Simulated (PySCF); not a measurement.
A structure optimised at PBE0-D3(BJ)/def2-SVP, used in a PySCF frequency run:

```
C
C 1 1.3350
H 1 1.0953 2 120.73
H 2 1.0961 1 122.78 3 -180.00
H 2 1.0963 4 115.74 1 180.00
Sn 1 2.1125 3 118.17 2 -180.00
F 6 1.9337 1 109.28 3 -55.31
F 6 1.9337 7 101.82 1 -115.50
H 6 1.7049 7 107.74 8 -113.19
```

Write its SMILES, formula and point group.

C=[CH][SnH]([F])[F], C2H4F2Sn, Cs

What are its rotational constants (standard atomic weights)?

4.4764, 2.0625, 1.6662 GHz
